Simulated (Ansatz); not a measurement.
Energy profile

The step: SnH₄ + HF + HF → SnH₃F ([F][SnH3]) + HF + H₂; bonds formed: Sn1–F7, H2–H8, H6–F9; bonds broken: Sn1–H2, H6–F7, H8–F9 (atoms numbered as in the saddle structure below).

Sn1  (-0.421, 0.153, -1.068)
H2  (0.577, -1.127, 0.049)
H3  (-0.129, -1.151, -2.161)
H4  (-2.085, 0.226, -0.768)
H5  (0.460, 1.495, -1.607)
H6  (0.294, 0.493, 1.658)
F7  (-0.270, 1.167, 0.908)
H8  (0.726, -0.888, 0.897)
F9  (0.849, -0.369, 2.092)
(Å)

Electronic energies by CCSD(T) at an estimated basis limit (MP2 extrapolated from triple and quadruple zeta, plus CCSD(T) − MP2 in triple zeta), on PBE0-D4/def2-TZVP structures; SnH$_{6}$F$_{2}$, singlet; no counterpoise correction. Computed with Ansatz 0.2.0 (basis: def2-TZVPP and def2-QZVPP); correlated methods freeze the cores. Filled d shells of the heavier atoms are correlated. Core potentials replace the inner electrons of the atoms past krypton. The def2 sets are not built for correlating such inner shells, so the correlated values are less sure here. Extrapolation: Hartree–Fock as exp(−7.88 √X), correlation as X^−2.97.

Question: Give the profile in kcal/mol, counted from the separated reactants. (To be estimated.)

Answer: Computed:
| point | kcal/mol |
| --- | --- |
| separated: SnH$_{4}$ (Sn1, H2, H3, H4, H5; singlet) + HF (H6, F7; singlet) + HF (H8, F9; singlet) | 0.00 |
| start structure | -8.31 |
| saddle | 19.45 |
| end structure | -17.59 |
| separated: SnH$_{3}$F (linked as [F][SnH3]; Sn1, H3, H4, H5, F7; singlet) + H$_{2}$ (H2, H8; singlet) + HF (H6, F9; singlet) | -8.23 |

T1 diagnostic: at most 0.014. The end structure is not quite a true minimum (one mode of 27i cm⁻¹).

For scale, one of the runs: CCSD(T)/def2-TZVPP, 196 basis functions (an equivalent command: `ansatz run in.yaml --threads 4`). Time: 76 s of wall clock on 4 CPU threads; the host was shared. Peak host memory: 2.7 GiB.
